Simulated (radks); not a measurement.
The numbers below are computed, except where a source is named.
All-electron atom: Yb3+ in [Xe] 4f13.

Level of theory: scalar-relativistic Kohn-Sham, PW91, spin-polarised, spherical densities, finite nucleus; open shells are filled with parallel spins first (spin-orbit coupling, left out, can overturn this in heavy ions); Fermi nuclear charge, rms radius 5.3108 fm (a radial shooting solver on a logarithmic mesh with Libxc functionals).

Energy parts (eV):
total: -382536.99
kinetic: 416772.59
electron-nucleus: -939300.38
Hartree: 147969.62
exchange-correlation: -7978.83

Orbitals (lengths in bohr, moments of r in powers of bohr; r(max) is where P^2 peaks; r(90%) holds 90 % of the orbital's charge):
orbital	occ.	eigenvalue (eV)	<r^4>	r(90%)	r(max)
1s up	1	-61266.02	7.556e-07	0.0357	0.01237
1s down	1	-61266.02	7.556e-07	0.0357	0.01237
2s up	1	-10408.82	0.0001161	0.129	0.07059
2s down	1	-10408.80	0.0001161	0.129	0.07059
2p up	3	-9179.575	0.00008917	0.121	0.05755
2p down	3	-9179.565	0.00008916	0.121	0.05755
3s up	1	-2373.106	0.004345	0.318	0.1994
3s down	1	-2372.634	0.004343	0.318	0.1994
3p up	3	-2002.424	0.004613	0.323	0.1966
3p down	3	-2001.952	0.004610	0.323	0.1966
3d up	5	-1550.485	0.003597	0.305	0.1603
3d down	5	-1550.125	0.003594	0.305	0.1603
4s up	1	-494.6625	0.1048	0.700	0.4550
4s down	1	-493.7113	0.1048	0.700	0.4550
4p up	3	-372.8406	0.1392	0.753	0.4761
4p down	3	-371.9087	0.1393	0.753	0.4761
4d up	5	-212.3524	0.2141	0.840	0.4905
4d down	5	-211.4417	0.2146	0.840	0.4905
4f up	7	-36.4947	1.333	1.25	0.4801
4f down	6	-35.6793	1.390	1.26	0.4805
5s up	1	-86.0560	3.686	1.71	1.061
5s down	1	-85.6395	3.716	1.71	1.062
5p up	3	-57.3419	7.330	2.03	1.210
5p down	3	-57.0437	7.410	2.04	1.212
5d up	0	-25.2450	39.41	3.13	1.668
5d down	0	-25.1255	40.04	3.14	1.675
6s up	0	-24.4934	119.0	4.06	2.679
6s down	0	-24.4369	120.0	4.07	2.685
6p up	0	-18.2200	236.6	4.82	3.179
6p down	0	-18.1813	238.5	4.83	3.186

The highest occupied level is 4f down at -35.679 eV. Summed over all electrons, <r^2> = 32.34 bohr^2, which gives a Langevin (diamagnetic) susceptibility term of -25.6 x 10^-6 cm^3/mol. For comparison, the ionisation energy in NIST's Atomic Spectra Database is 43.61 eV (semi-empirical). In exact Kohn-Sham theory the highest level is minus the ionisation energy, but local and semilocal functionals leave it too shallow, through self-interaction and a potential that decays too fast; potentials with the right tail come closer. The electron density at the nucleus is 1.085e+06 e/bohr^3 (large components only). The spin density at the nucleus is 0.212 e/bohr^3 (1s 0.002, 2s -0.292, 3s -3.767, 4s 1.080, 5s 3.189).
